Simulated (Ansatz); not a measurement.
# Reading a saddle point

A first-order saddle point of AlSiH8O4, doublet, PBE0-D4/def2-TZVP, with one imaginary mode of 783i cm⁻¹:

| atom | x (Å) | y (Å) | z (Å) |
| --- | --- | --- | --- |
| Al1 | -1.4208 | -0.1209 | 0.4823 |
| O2 | 0.2308 | -0.6315 | -0.2005 |
| Si3 | 0.5903 | -0.9602 | -1.7867 |
| O4 | -2.0808 | 1.0069 | -0.6442 |
| H5 | 0.6129 | 0.6889 | 1.8380 |
| O6 | -0.7106 | 0.8059 | 1.8815 |
| H7 | 1.0889 | -0.2148 | 0.5870 |
| O8 | 1.6025 | 0.3517 | 1.4764 |
| H9 | -0.5798 | -1.6205 | -2.4140 |
| H10 | 0.9334 | 0.2801 | -2.5237 |
| H11 | 1.7590 | -1.8778 | -1.8097 |
| H12 | -2.9487 | 0.8694 | -1.0201 |
| H13 | -1.0687 | 1.6845 | 2.0267 |
| H14 | 1.9916 | -0.2616 | 2.1070 |

Program: Ansatz 0.2.0. Basis: def2-TZVPP and def2-QZVPP. Cores are frozen in the correlated methods; orbitals are unrestricted. Extrapolation: Hartree–Fock as exp(−7.88 √X), correlation as X^−2.97.

Q: Which contacts change along the imaginary mode, and what lies on either side? (Judge from chemistry; the calculation decides.)

A: Computed: The step is AlSiH₄O₂ ([OH][Al][O][SiH3]) + H₂O + H₂O → AlH₂O₂ ([OH][Al][OH]) + SiH₄O ([OH][SiH3]) + H₂O (still joined by a long Al–O bond), with the molecules in contact on both sides. Shortening one way: Al1–O6, O2–H7, H5–O8; lengthening the same way: Al1–O2, H5–O6, H7–O8.
| pair | one side (Å) | saddle (Å) | other side (Å) |
| --- | --- | --- | --- |
| Al1–O6 | 1.93 | 1.82 | 1.77 |
| O2–H7 | 1.79 | 1.24 | 1.02 |
| H5–O8 | 1.58 | 1.11 | 0.99 |
| Al1–O2 | 1.77 | 1.86 | 1.91 |
| H5–O6 | 1.01 | 1.33 | 1.69 |
| H7–O8 | 0.98 | 1.17 | 1.54 |

Q: Which side is lower, and how far does the saddle lie above each? (To be estimated.)

A: Computed: The side with Al1–O2, H5–O6, H7–O8 short is lower by 17.3 kJ/mol; the saddle lies 43.1 kJ/mol above it and 25.9 kJ/mol above the other (CCSD(T) at an estimated basis limit (MP2 extrapolated from triple and quadruple zeta, plus CCSD(T) − MP2 in triple zeta); electronic energies).

The T1 diagnostic stays at or below 0.014. ⟨S²⟩ of the unrestricted Hartree–Fock references: 0.75 (a pure state has 0.75).

Labels in which every atom is bracketed show which atoms are joined, not bond orders.

For scale, one of the runs: CCSD(T)/def2-TZVPP, 320 basis functions, launched by `ansatz run in.yaml --threads 4 --pin off --events-out ev --progress --plain --max-ram 46080MiB --backend cuda --devices 0, --max-vram 37GiB`. Hardware: 4 CPU threads of an AMD EPYC 7R13 and a share of one NVIDIA H100, shared host. Wall time 30 s; peak host memory 0.89 GiB.
